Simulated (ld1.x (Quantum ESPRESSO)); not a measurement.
## Transferability test, TM potential for Mn

* Element: manganese (Mn)
* Generator: ld1.x (Quantum ESPRESSO) 7.5
* Type: norm-conserving Troullier–Martins (Kleinman–Bylander form)
* Functional: BLYP
* Relativity: scalar-relativistic
* Frozen core: [Ar]
* Valence charge: 7
* Reference configuration: 3d5 4s2 4p0
* Partial waves: 4p (bound, empty): rc 3.15 bohr; 3d (bound): rc 1.30 bohr; 4s (bound): rc 2.55 bohr
* Local potential: the s channel
* Core correction: a·sin(br)/r model core inside 1.05 bohr

Energies are relative to the spin-unpolarised reference configuration 3d5 4s2 4p0; without spin polarisation the order of configurations can differ from experiment. The frozen-core shift is the all-electron ΔE with the core orbitals held at their reference shape minus the fully relaxed ΔE.

```json
{"valence configuration": "3d5 4s1 4p0", "charge": "+1", "ΔE all-electron (eV)": "8.401", "error AE − PS (meV)": "-6.7", "frozen-core shift (meV)": "+1.8"}
{"valence configuration": "3d5 4s0 4p0", "charge": "+2", "ΔE all-electron (eV)": "24.170", "error AE − PS (meV)": "-43", "frozen-core shift (meV)": "+7.9"}
{"valence configuration": "3d4 4s0 4p0", "charge": "+3", "ΔE all-electron (eV)": "56.691", "error AE − PS (meV)": "-500", "frozen-core shift (meV)": "+335"}
{"valence configuration": "3d5 4s0 4p2", "charge": "0", "ΔE all-electron (eV)": "8.022", "error AE − PS (meV)": "-7.1", "frozen-core shift (meV)": "+1.9"}
{"valence configuration": "3d4 4s2 4p1", "charge": "0", "ΔE all-electron (eV)": "7.799", "error AE − PS (meV)": "-438", "frozen-core shift (meV)": "+183"}
{"valence configuration": "3d5 4s1 4p1", "charge": "0", "ΔE all-electron (eV)": "3.875", "error AE − PS (meV)": "-1.8", "frozen-core shift (meV)": "+0.6"}
{"valence configuration": "3d6 4s0 4p0", "charge": "+1", "ΔE all-electron (eV)": "6.931", "error AE − PS (meV)": "-371", "frozen-core shift (meV)": "+108"}
```

Levels in the configuration 3d6 4s0 4p0:

```json
{"level": "3d", "all-electron (eV)": "-10.755", "pseudo (eV)": "-10.332"}
```
